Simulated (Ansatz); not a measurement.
Computed with Ansatz on PBE0-D4/def2-TZVP structures; ΔE is electronic, products minus reactants. CCSD(T)/CBS is the MP2 limit (def2-TZVPP, def2-QZVPP) plus CCSD(T) − MP2 in def2-TZVPP, frozen cores. This one scheme is used for every species. DFT in def2-TZVPP. HSE06 is defined as in plane-wave codes. For Ga outer-core shells are correlated without core-valence functions, which leaves a few kJ/mol of doubt a bond. Scalar relativity is left out up to krypton. One conformer a species, not always the lowest.

Consider the ligand exchange at a Ga–C bond: `O/C(Cl)=[CH]/[GaH2]` + `PP` → `P[PH][GaH2]` + `C=C(O)Cl`.

`O/C(Cl)=[CH]/[GaH2]`:

```xyz
9

O    -0.734   -1.997   -0.844
C    -0.581   -0.747   -0.391
Cl   -2.060    0.169   -0.451
C     0.575   -0.257    0.056
Ga    0.914    1.520    0.730
H    -1.647   -2.139   -1.116
H     1.386   -0.982    0.015
H     2.375    1.844    1.198
H    -0.227    2.588    0.803
```

`PP`:

```xyz
6

P     0.397   -0.842    0.610
P    -0.400    0.843   -0.608
H     1.738   -0.373    0.544
H     0.173   -0.174    1.846
H    -1.740    0.370   -0.549
H    -0.168    0.177   -1.843
```

`P[PH][GaH2]`:

Z-matrix (Å, degrees):
```
P
Ga 1 2.573
P 1 2.236 2 58.3
H 1 1.411 2 124.9 3 81.2
H 1 1.410 2 133.4 3 -76.7
H 2 1.564 1 102.3 3 -111.9
H 2 1.561 1 109.0 3 112.6
H 3 1.422 1 90.7 2 -91.8
```

`C=C(O)Cl`:

Z-matrix (Å, degrees):
```
C
C 1 1.327
H 1 1.078 2 120.8
H 1 1.083 2 120.4 3 -180.0
O 2 1.343 1 127.4 3 180.0
Cl 2 1.717 1 122.4 3 -0.0
H 5 0.964 2 108.5 1 -0.0
```

```tsv
level	ΔE (kJ/mol)
HSE06-D4	-38.7
CCSD/CBS(def2)	-29.7
```

Problem. What does CCSD(T)/CBS give? (An estimate is asked.)

Solution. Computed: -32.3 kJ/mol. The listed levels differ from it by -6.4, 2.6 kJ/mol.

Problem. What do rigid-rotor, harmonic-oscillator terms from PBE0-D4/def2-TZVP frequencies (298.15 K, 1 bar) make of the CCSD(T)/CBS value? (An estimate is asked.)

Solution. Computed: ΔZPE = +7.4 kJ/mol, ΔH = -26.4 kJ/mol, ΔS = -7 J/(mol·K), ΔG = -24.4 kJ/mol.

Largest T1 diagnostic among the species: 0.014.

Leaving LDA and LC-ωPBE aside and taking each functional with its dispersion term where it has one, the values, not all of them listed here, spread over 15.3 kJ/mol, from PBE0-D4 to BLYP-D4. LDA lies −6.7 kJ/mol from PBE without D4. The D4 term adds −3.0 kJ/mol with B3LYP and −1.5 kJ/mol with PBE0; it sums over pairs of atoms, weighted by their polarisabilities, and B3LYP, whose exchange is more repulsive, gets the larger term. From BLYP to BHLYP (50 % exact exchange), in def2-TZVPP and without D4, ΔE moves by −3.6 kJ/mol.

B3LYP here is the variant with VWN-RPA as its local correlation; programs differ in this.
